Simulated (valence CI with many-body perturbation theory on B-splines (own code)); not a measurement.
## Forbidden lines of Re70+

Level of theory: valence CI with perturbative core correlation (CI+MBPT): three valence electrons over a frozen Dirac-Fock core [He], radial functions for each j: 11 s, 11 p, 9 d, 7 f, 5 g, 2 h, 1 i, with the one-electron correlation potential Σ1, the two-electron term Σ2, the three-electron term Σ3, Breit, model QED; selected CI, second order for the rest (own B-spline code, finite nucleus).

No measured spectrum was set against this ion. As an estimate, large intervals hold to a few tenths of a per cent, small ones and those within an open d or f shell to about a per cent.

Lines 1 to 34 of 34 in falling wavelength, among levels below 13796 eV, chosen from the decays that carry over 1 % of a level's rate. Wavelengths and rates use the calculated energies. Electric multipoles are in the length gauge, E1 and E2 with the static RPA response of the core. Weak lines are less certain than strong ones. Lines between different terms over intervals too small for the method are left out, as are lines whose strength nearly cancels. The highest levels of a list are the least certain.

Levels are named by their leading jj configuration (3d3/2^4 stands for four electrons in 3d with j = 3/2), which in mixed levels can hold well under half, so a name can repeat and another be missing. Letters in brackets count levels of one name in rising energy.

```csv
λ vac (nm),Upper,Lower,Type,A (s⁻¹),Branch %
0.8413,(2s 2p1/2 2p3/2) J=3/2 [a],(2s 2p1/2^2) J=1/2,M1,1.83e+10,13.4
0.8187,(2s 2p3/2 3d5/2) J=9/2,(2s 2p1/2 3d5/2) J=7/2,M1,1.68e+10,7.7
0.8185,(2s 2p1/2 2p3/2) J=5/2,(2s 2p1/2^2) J=1/2,E2,1.16e+08,1.3
0.7970,(2s^2 2p3/2) J=3/2,(2s^2 2p1/2) J=1/2,M1,1.67e+10,27.6
0.1308,(2s 2p1/2 3p1/2) J=1/2 [a],(2s 2p1/2 2p3/2) J=3/2 [a],E2,2.63e+12,1.2
0.1304,(2s^2 3p1/2) J=1/2,(2s^2 2p3/2) J=3/2,E2,3.33e+12,27.6
0.1263,(2s 2p3/2 3p3/2) J=7/2,(2s 2p3/2^2) J=3/2,E2,1.10e+11,2.1
0.1249,(2s 2p3/2 3p3/2) J=7/2,(2s 2p3/2^2) J=5/2,E2,1.16e+12,22.5
0.1247,(2s 2p3/2 3p3/2) J=1/2 [b],(2s 2p3/2^2) J=3/2,E2,2.02e+12,8.2
0.1244,(2s^2 3p3/2) J=3/2,(2s^2 2p3/2) J=3/2,E2,1.68e+12,10.5
0.1233,(2s 2p3/2 3p3/2) J=1/2 [b],(2s 2p3/2^2) J=5/2,E2,6.45e+11,2.6
0.1227,(2s 2p3/2 3d5/2) J=9/2,(2s 2p3/2^2) J=5/2,M2,9.48e+10,43.5
0.1227,(2s 2p3/2 3d5/2) J=9/2,(2s 2p3/2^2) J=5/2,E3,5.85e+09,2.7
0.1082,(2s 2p3/2 3p3/2) J=7/2,(2s 2p1/2 2p3/2) J=5/2,E2,8.40e+11,16.3
0.1082,(2s 2p1/2 3p3/2) J=5/2,(2s 2p1/2^2) J=1/2,E2,1.89e+12,1.4
0.1078,(2s 2p3/2 3p3/2) J=7/2,(2s 2p1/2 2p3/2) J=3/2 [a],E2,1.37e+12,26.7
0.1077,(2s 2p3/2 3p3/2) J=1/2 [b],(2s 2p1/2 2p3/2) J=3/2 [b],E2,1.92e+12,7.8
0.1076,(2s^2 3p3/2) J=3/2,(2s^2 2p1/2) J=1/2,E2,2.08e+12,13.1
0.1065,(2s 2p3/2 3d5/2) J=9/2,(2s 2p1/2 2p3/2) J=5/2,M2,3.83e+10,17.6
0.1065,(2s 2p3/2 3d5/2) J=9/2,(2s 2p1/2 2p3/2) J=5/2,E3,5.55e+09,2.5
0.1062,(2s 2p3/2 3d5/2) J=9/2,(2s 2p1/2 2p3/2) J=3/2 [a],E3,1.13e+10,5.2
0.1056,(2p1/2 2p3/2 3d3/2) J=5/2 [a],(2s 2p1/2 2p3/2) J=1/2,E2,3.43e+12,1.5
0.1055,(2p1/2 2p3/2 3d3/2) J=7/2,(2s 2p1/2 2p3/2) J=3/2 [b],E2,5.00e+12,8.4
0.1052,(2s 2p1/2 3d3/2) J=5/2,(2s^2 2p1/2) J=1/2,E2,6.77e+12,2.1
0.1051,(2p1/2^2 3d3/2) J=3/2,(2s 2p1/2^2) J=1/2,E2,1.08e+13,3.4
0.1048,(2p1/2 2p3/2 3d3/2) J=7/2,(2s 2p1/2 2p3/2) J=5/2,E2,4.85e+12,8.1
0.1046,(2p1/2 2p3/2 3d3/2) J=3/2 [a],(2s 2p1/2 2p3/2) J=3/2 [a],E2,7.60e+12,1.3
0.1046,(2p1/2 2p3/2 3d3/2) J=5/2 [a],(2s 2p1/2 2p3/2) J=3/2 [a],E2,4.86e+12,2.2
0.1046,(2p1/2 2p3/2 3d3/2) J=1/2 [a],(2s 2p1/2 2p3/2) J=3/2 [a],E2,9.87e+12,3.1
0.1045,(2p1/2 2p3/2 3d3/2) J=7/2,(2s 2p1/2 2p3/2) J=3/2 [a],E2,1.04e+12,1.8
0.1040,(2s 2p3/2 3d5/2) J=3/2 [a],(2s^2 2p3/2) J=3/2,E2,1.77e+13,1.1
0.1038,(2p1/2 2p3/2 3d5/2) J=9/2,(2s 2p1/2 2p3/2) J=5/2,E2,1.15e+13,57.5
0.1036,(2p1/2 2p3/2 3d5/2) J=7/2 [a],(2s 2p1/2 2p3/2) J=3/2 [a],E2,1.03e+13,15.8
0.1035,(2s 2p3/2 3d5/2) J=7/2 [b],(2s^2 2p3/2) J=3/2,E2,7.09e+12,1.1
```
